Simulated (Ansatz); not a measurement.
## From F to I: the atomisation energy (no zero-point term)

One atom is swapped for its congeners: CHBr2F (dibromofluoromethane) `FC(Br)Br`; CHBr2Cl (chlorodibromomethane) `ClC(Br)Br`; CHBr3 `BrC(Br)Br`; CHBr2I (dibromoiodomethane) `BrC(Br)I`. All are singlets with charge 0.

Shapes, held fixed at every level: PBE0-D4/def2-TZVP. Programs: Ansatz 0.2.0. Values in eV.

| level | CHBr2F | CHBr3 | CHBr2I |
| --- | --- | --- | --- |
| HF/def2-TZVPP | 9.72 | 8.17 | 7.68 |
| SPW92/def2-TZVPP | 18.88 | 16.44 | 15.85 |
| BHLYP-D4/def2-TZVPP | 14.26 | 12.45 | 11.97 |
| PBE0-D4/def2-TZVPP | 15.52 | 13.61 | 13.10 |
| r2SCAN0-D4/def2-TZVPP | 14.98 | 13.13 | 12.58 |
| B2PLYP/def2-TZVPP | 15.04 | 13.03 | 12.54 |
| CCSD(T)/def2-TZVPP | 14.83 | 12.95 | 12.46 |

(1) Estimate the column for CHBr2Cl from its neighbours.

Answers

(1) The mean of the neighbours at CCSD(T)/def2-TZVPP is 13.89 eV, against 13.40 from the run: the member lies nearer Br. All rows: HF/def2-TZVPP 8.67; SPW92/def2-TZVPP 17.03; BHLYP-D4/def2-TZVPP 12.95; PBE0-D4/def2-TZVPP 14.15; r2SCAN0-D4/def2-TZVPP 13.65; B2PLYP/def2-TZVPP 13.54; CCSD(T)/def2-TZVPP 13.40 eV. At CCSD(T)/def2-TZVPP the atomisation energy falls at every step, from 14.83 to 12.46 eV. Every level shows the same order. For atoms past krypton def2 sets carry core potentials with scalar relativity. Relativity is left out for Br unless named. Correlated rows may include outer-core shells of Br, I, which these sets cover unevenly. Spin-orbit coupling, which grows down the group, is left out (summed over each molecule's free atoms 0.32, 0.34, 0.46, 0.62 eV).
